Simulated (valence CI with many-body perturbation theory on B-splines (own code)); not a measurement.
## E1 line list for Pm¹⁰⁺

Calculated by relativistic CI+MBPT: five valence electrons over a frozen Dirac-Fock core [Kr] 4d10, radial functions for each j: 7 s, 7 p, 7 d, 7 f, 4 g, 2 h, with the one-electron correlation potential Σ1 (screened to all orders), the two-electron term Σ2, the three-electron term Σ3, Breit, model QED; selected single and double excitations, second order for the rest, scaled by the run's own slope (own B-spline code, finite nucleus).

No measured levels were compared; by estimate terms of the open shell hold to a few per cent of their energy, and close levels can change places; configurations with another count of f electrons can be misplaced by thousands of cm⁻¹. Among the levels kept, up to 2900 cm⁻¹ of a level comes from second order outside the variational space, and about a tenth of that is noise between levels of different J, which matters for small intervals. The lowest computed level is not the ground level that NIST lists (°, for many ions itself from theory).

Lines 101 to 150 of 544 in falling wavelength, among levels below 184570 cm⁻¹, chosen from the strongest by gf and those to the six lowest levels. Wavelengths and rates use the calculated energies, so an error of 2000 cm⁻¹ moves a line at 68.41 nm by 1.4 % and its rate by three times that or more. Electric multipoles are in the length gauge, E1 and E2 with the static RPA response of the core. Weak lines are less certain than strong ones. Lines between different terms over intervals too small for the method are left out, as are lines whose strength nearly cancels. Where a level lies close to another of its J and parity, the split of strength between their lines is uncertain. The highest levels of a list are the least certain.

Names give the largest LS component (configuration and term), which can be under half, so a name can repeat, a term be missing and a line seem to break the LS rules; names also repeat where a configuration has a term twice. Letters in brackets count levels of one name in rising energy.

```tsv
λ vac (nm)	Upper	Lower	A (s⁻¹)	S (a.u.) with core polarisation	S without
68.41	4f³5s5p ⁴G_9/2	4f³5s² ⁴G°_7/2	7.31e+06	1.16e-02	1.48e-02
68.28	4f³5s5p ⁶F_11/2	4f³5s² ²K°_13/2	6.37e+06	1.20e-02	1.54e-02
68.26	4f³5s5p ⁶K_11/2	4f²5s²5p ⁴I°_9/2	4.91e+06	9.26e-03	1.17e-02
68.25	4f³5s5p ⁴H_7/2 [a]	4f³5s² ²G°_7/2 [a]	1.02e+07	1.28e-02	1.63e-02
68.18	4f³5s5p ⁴K_11/2 [a]	4f³5s² ²H°_9/2 [a]	5.86e+07	1.10e-01	1.40e-01
68.16	4f³5s5p ⁴F_5/2 [b]	4f²5s²5p ⁴D°_3/2 [a]	1.58e+07	1.48e-02	1.89e-02
68.05	4f³5s5p ⁴K_15/2 [a]	4f³5s² ²K°_13/2	1.74e+07	4.33e-02	5.51e-02
68.04	4f³5s5p ⁴I_13/2	4f³5s² ⁴G°_11/2	2.24e+07	4.89e-02	6.21e-02
68.03	4f³5s5p ⁶F_9/2	4f³5s² ⁴G°_9/2	4.54e+07	7.05e-02	8.98e-02
68.02	4f³5s5p ⁴G_11/2 [b]	4f³5s² ⁴G°_9/2	3.74e+07	6.98e-02	8.88e-02
68.02	4f³5s5p ⁴F_7/2 [a]	4f³5s² ²D°_5/2 [a]	1.62e+07	2.01e-02	2.56e-02
67.93	4f³5s5p ⁶F_7/2	4f³5s² ⁴G°_9/2	1.93e+07	2.39e-02	3.03e-02
67.91	4f³5s5p ⁴F_5/2 [a]	4f³5s² ⁴G°_7/2	8.71e+07	8.08e-02	1.03e-01
67.89	4f³5s5p ⁴K_13/2	4f³5s² ²H°_11/2 [a]	1.61e+07	3.47e-02	4.41e-02
67.88	4f²5s5p² ⁶I_9/2	4f²5s²5p ⁴G°_7/2 [a]	7.86e+06	1.21e-02	1.57e-02
67.86	4f³5s5p ⁶D_7/2	4f³5s² ⁴F°_9/2	1.40e+07	1.73e-02	2.20e-02
67.84	4f³5s5p ⁴H_11/2	4f³5s² ⁴F°_9/2	1.87e+07	3.46e-02	4.40e-02
67.83	4f³5s5p ⁶I_9/2	4f²5s²5p ⁴H°_9/2 [a]	3.32e+06	5.12e-03	6.22e-03
67.81	4f³5s5p ⁴K_15/2 [b]	4f³5s² ²K°_15/2	1.17e+07	2.88e-02	3.66e-02
67.77	4f²5s5p² ⁶D_9/2	4f³5s² ⁴F°_7/2	6.95e+06	1.07e-02	1.35e-02
67.71	4f³5s5p ⁶G_9/2	4f³5s² ⁴F°_9/2	1.22e+07	1.87e-02	2.37e-02
67.70	4f³5s5p ⁶D_3/2	4f²5s²5p ⁴D°_3/2 [a]	3.88e+07	2.38e-02	3.05e-02
67.61	4f³5s5p ⁴K_11/2 [b]	4f³5s² ⁴G°_11/2	5.23e+07	9.56e-02	1.22e-01
67.59	4f³5s5p ⁶I_9/2	4f²5s²5p ⁴I°_11/2	1.39e+06	2.11e-03	2.75e-03
67.51	4f²5s5p² ⁶G_5/2	4f²5s²5p ⁴D°_7/2 [a]	3.49e+07	3.18e-02	4.11e-02
67.49	4f³5s5p ⁶G_3/2	4f²5s²5p ²D°_3/2 [a]	1.90e+07	1.15e-02	1.47e-02
67.49	4f³5s5p ⁶H_7/2 [b]	4f³5s² ²H°_9/2 [a]	1.56e+07	1.90e-02	2.44e-02
67.48	4f³5s5p ⁶H_13/2	4f³5s² ⁴I°_15/2	2.68e+07	5.69e-02	7.25e-02
67.47	4f³5s5p ⁶F_7/2	4f³5s² ⁴G°_7/2	5.91e+07	7.17e-02	9.15e-02
67.37	4f³5s5p ⁶F_5/2	4f³5s² ⁴F°_7/2	5.07e+07	4.59e-02	5.83e-02
67.36	4f³5s5p ⁶G_11/2	4f³5s² ²H°_11/2 [a]	3.36e+07	6.08e-02	7.74e-02
67.34	4f³5s5p ⁶D_3/2	4f³5s² ²P°_1/2	3.02e+07	1.82e-02	2.32e-02
67.30	4f³5s5p ⁴H_7/2 [b]	4f³5s² ⁴G°_9/2	1.74e+07	2.10e-02	2.66e-02
67.29	4f³5s5p ⁴G_11/2 [a]	4f²5s²5p ²H°_9/2 [a]	9.64e+06	1.74e-02	2.20e-02
67.25	4f³5s5p ⁶H_11/2	4f³5s² ⁴I°_13/2	7.50e+07	1.35e-01	1.72e-01
67.22	4f³5s5p ⁶F_7/2	4f²5s²5p ²F°_5/2 [a]	1.23e+07	1.48e-02	1.87e-02
67.21	4f⁴5s ⁶I_9/2 [a]	4f³5s² ²G°_9/2 [a]	7.93e+06	1.19e-02	1.51e-02
67.20	4f³5s5p ⁴F_7/2 [a]	4f³5s² ²G°_9/2 [a]	2.36e+07	2.83e-02	3.60e-02
67.19	4f²5s5p² ⁶I_11/2	4f²5s²5p ²G°_9/2 [a]	2.57e+07	4.62e-02	5.96e-02
67.17	4f³5s5p ⁶G_11/2	4f³5s² ⁴F°_9/2	9.15e+07	1.64e-01	2.09e-01
67.13	4f³5s5p ⁶H_9/2	4f³5s² ⁴F°_9/2	1.31e+07	1.96e-02	2.49e-02
67.10	4f³5s5p ⁴F_3/2 [a]	4f³5s² ⁴G°_5/2	1.28e+08	7.61e-02	9.68e-02
66.98	4f³5s5p ⁶H_11/2	4f²5s²5p ⁴H°_9/2 [a]	5.33e+06	9.49e-03	1.19e-02
66.96	4f³5s5p ⁶F_5/2	4f³5s² ⁴S°_3/2	3.44e+07	3.06e-02	3.90e-02
66.93	4f³5s5p ⁶I_9/2	4f²5s²5p ⁴H°_7/2	1.09e+07	1.61e-02	2.04e-02
66.89	4f³5s5p ⁶D_7/2	4f³5s² ⁴F°_7/2	1.17e+08	1.39e-01	1.77e-01
66.88	4f⁴5s ⁶I_11/2	4f³5s² ⁴G°_11/2	1.04e+07	1.84e-02	2.36e-02
66.88	4f²5s5p² ⁴H_7/2	4f³5s² ²G°_7/2 [a]	2.04e+07	2.42e-02	3.08e-02
66.85	4f³5s5p ⁴F_9/2 [a]	4f³5s² ⁴G°_9/2	3.22e+07	4.74e-02	6.04e-02
66.85	4f³5s5p ⁴H_7/2 [b]	4f³5s² ⁴G°_7/2	2.25e+07	2.65e-02	3.38e-02
```
